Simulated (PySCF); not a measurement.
C₃H₅ClOSi, SMILES C1[Si@H](Cl)C=CO1.

Geometry optimised at B3LYP-D3(BJ)/def2-SVP. The structure was generated by enumeration; whether it is a known compound was not checked. The values are those of a single conformer.

Method: PySCF 2.14.0 with TDDFT-PBE/def2-SVPD.

Vertical excitations. 

```tsv
state	energy (eV)	λ (nm)	f	main pairs
S1	5.29	234	0.085	HOMO→LUMO 77 %, HOMO→LUMO+1 16 %
S2	5.77	215	0.018	HOMO→LUMO+1 60 %, HOMO→LUMO+2 21 %
S3	5.82	213	0.005	HOMO−1→LUMO 92 %
S4	5.92	210	0.018	HOMO→LUMO+2 75 %
S5	6.08	204	0.003	HOMO−2→LUMO 98 %
S6	6.36	195	0.031	HOMO→LUMO+3 78 %
S7	6.65	186	0.001	HOMO→LUMO+4 99 %
S8	6.88	180	0.000	HOMO→LUMO+5 84 %, HOMO−1→LUMO+1 15 %
S9	6.90	180	0.004	HOMO−1→LUMO+1 81 %, HOMO→LUMO+5 13 %
S10	6.97	178	0.003	HOMO−3→LUMO 92 %
T1	3.99	311	0	HOMO→LUMO 96 %
T2	5.47	226	0	HOMO→LUMO+1 95 %
T3	5.60	222	0	HOMO−1→LUMO 98 %
T4	5.73	216	0	HOMO→LUMO+2 97 %
```
Triplets are in the Tamm–Dancoff approximation, which puts them higher than full response would, so one can lie above its singlet here.
